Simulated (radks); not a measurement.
Problem. All-electron atom: Tl IV in [Kr] 4d10 4f14 5s1.5 5p6 5d10 6d0.5 (fractional occupations, a model configuration). Method: scalar-relativistic Kohn-Sham, AM05, spin-polarised, spherical densities, finite nucleus; open shells are filled with parallel spins first (spin-orbit coupling, left out, can overturn this in heavy ions); Fermi nuclear charge, rms radius 5.4759 fm; computed with a radial shooting solver on a logarithmic mesh with Libxc functionals. Some entries of the table are withheld. Estimate them.

orbital  occ.  eigenvalue (eV)  <1/r> (bohr^-1)
1s up       1        -85554.25            99.32
1s down     1        -85554.12            99.32
2s up       1        -15265.48            23.32
2s down     1        -15265.40            23.32
2p up       3        -13143.84            20.59
2p down     3        -13143.76            20.59
3s up       1        -3671.056            8.643
3s down     1        -3670.978            8.643
3p up       3        -3060.119            7.846
3p down     3        -3060.040            7.846
3d up       5        -2425.086            7.373
3d down     5        -2425.007            7.373
4s up       1        -846.7287            3.719
4s down     1        -846.6009            3.719
4p up       3        -646.3133            3.349
4p down     3        -646.1683            3.349
4d up       5        -410.9934            3.008
4d down     5        -410.8150            3.009
5s up       1        -166.3676            1.559
5s down   0.5        -165.7858            1.558
4f up       7        -150.3618            2.607
4f down     7        -150.1381            2.609
5p up       3        -111.0572            1.334
5p down     3        -110.5564            1.333
5d up       5         -48.8676              (1)
5d down     5         -48.5546              (2)
6s up       0         -37.5803           0.6020
6s down     0         -37.3682           0.6050
6p up       0              (3)           0.4803
6p down     0              (4)           0.4850
6d up     0.5         -15.4990           0.3274
5f up       0         -11.5247              (5)

Solution. 
(1) 5d up <1/r> (bohr^-1): 0.9973
(2) 5d down <1/r> (bohr^-1): 0.9943
(3) 6p up eigenvalue (eV): -26.5377
(4) 6p down eigenvalue (eV): -26.1713
(5) 5f up <1/r> (bohr^-1): 0.3138
